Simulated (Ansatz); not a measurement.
CH3ClInN. Charge 0, multiplicity 1. In takes the def2 core potential. The bonds changed during the relaxation, so this is another structure than the one it started from. The structure was optimised at the PBE0-D4/def2-TZVP level.

```xyz
7

Cl   -1.106    2.574   -1.292
In    0.362    2.395    0.698
C     0.337   -1.265    0.351
N     0.011   -0.098    0.010
H     0.008   -2.164   -0.176
H     0.982   -1.405    1.219
H    -0.595   -0.038   -0.810
```

Problem. What is the dipole moment at ωB97M-V/def2-TZVPP? (Best estimate.)

Solution. The calculation gave: 5.56 D, with components (1.96, -4.68, 2.28) D in this frame, pointing from negative to positive charge.

Problem. And with PBE, r2SCAN, B3LYP? (An estimate is asked.)

Solution. The calculation gave: PBE 5.33 D, r2SCAN 5.51 D, B3LYP 5.52 D.

Problem. Give the Mulliken charges with ωB97M-V, B3LYP, r2SCAN in def2-TZVPP. (Best estimate.)

Solution. The calculation gave: 
```tsv
atom	ωB97M-V	B3LYP	r2SCAN
Cl1	-0.50	-0.52	-0.53
In2	0.40	0.41	0.41
C3	-0.01	-0.04	0.08
N4	-0.28	-0.26	-0.32
H5	0.12	0.12	0.09
H6	0.12	0.11	0.08
H7	0.16	0.17	0.19
```

B3LYP here is the variant with VWN-RPA as its local correlation; programs differ in this.

All numbers were calculated with Ansatz.
